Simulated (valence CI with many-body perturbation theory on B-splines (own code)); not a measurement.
## Energy levels of K12+

Computed by valence CI with perturbative core correlation (CI+MBPT): five valence electrons over a frozen Dirac-Fock core [He], a basis of 11 s, 11 p, 10 d, 8 f, 5 g, 2 h functions for each j, with the one-electron correlation potential Σ1, the two-electron term Σ2, the three-electron term Σ3, Breit, model QED; selected CI, second order for the rest, scaled by the run's own slope (own B-spline code, finite nucleus).

No measured levels were compared; by estimate levels of excited configurations hold to 0.05 to 0.15 % of their energy, terms of the ground configuration to about 0.5 %. Among the levels kept, up to 5500 cm⁻¹ of a level comes from second order outside the variational space, and about a tenth of that is noise between levels of different J, which matters for small intervals.

Levels 181 to 194 of 194, with energies above the lowest level, 2s2 2p3 4S°_3/2. "Leading %" is the weight of the configuration and term that name the level; weights of strongly mixed levels are sums over their largest components and can fall short. In the jj column 3d3/2^4 stands for four electrons in 3d with j = 3/2.

| No. | Configuration | Term | J | E (× 10³ cm⁻¹) | Leading % | Leading jj | g |
| --- | --- | --- | --- | --- | --- | --- | --- |
| 181 | 2s 2p3 3d | 4D° | 5/2 | 4165.5 | 90 | 2s 2p3/2^3 3d3/2 (27 %) | 1.357 |
| 182 | 2s 2p3 3d | 2D° | 3/2 | 4179.2 | 95 | 2s 2p1/2^2 2p3/2 3d5/2 (31 %) | 0.809 |
| 183 | 2s 2p3 3d | 2F° | 5/2 | 4189.6 | 90 | 2s 2p1/2 2p3/2^2 3d5/2 (57 %) | 0.884 |
| 184 | 2s 2p3 3d | 2D° | 5/2 | 4193.2 | 87 | 2s 2p3/2^3 3d5/2 (26 %) | 1.163 |
| 185 | 2s 2p3 3d | 2F° | 7/2 | 4193.9 | 95 | 2s 2p3/2^3 3d5/2 (25 %) | 1.137 |
| 186 | 2s 2p3 3p | 2P | 1/2 | 4196.2 | 95 | 2s 2p1/2 2p3/2^2 3p3/2 (55 %) | 0.703 |
| 187 | 2s 2p3 3p | 2P | 3/2 | 4197.8 | 60 | 2s 2p1/2 2p3/2^2 3p1/2 (31 %) | 1.138 |
| 188 | 2s 2p3 3p | 2D | 5/2 | 4215.9 | 95 | 2s 2p3/2^3 3p3/2 (42 %) | 1.209 |
| 189 | 2s 2p3 3p | 2D | 3/2 | 4217.6 | 55 | 2s 2p3/2^3 3p3/2 (32 %) | 1.030 |
| 190 | 2s 2p3 3d | 2P° | 1/2 | 4223.8 | 96 | 2s 2p1/2^2 2p3/2 3d5/2 (42 %) | 0.670 |
| 191 | 2s 2p3 3p | 2P | 3/2 | 4230.5 | 91 | 2s 2p3/2^3 3p1/2 (27 %) | 1.310 |
| 192 | 2s 2p3 3d | 2P° | 3/2 | 4231.8 | 96 | 2s 2p1/2 2p3/2^2 3d3/2 (33 %) | 1.325 |
| 193 | 2s 2p3 3p | 2S | 1/2 | 4233.2 | 58 | 2s 2p1/2 2p3/2^2 3p1/2 (36 %) | 1.505 |
| 194 | 2s 2p3 3p | 2P | 1/2 | 4247.5 | 62 | 2s 2p3/2^3 3p3/2 (55 %) | 1.150 |

Names give the largest LS component (configuration and term), which can be under half, so a name can repeat, a term be missing and a line seem to break the LS rules; names also repeat where a configuration has a term twice.
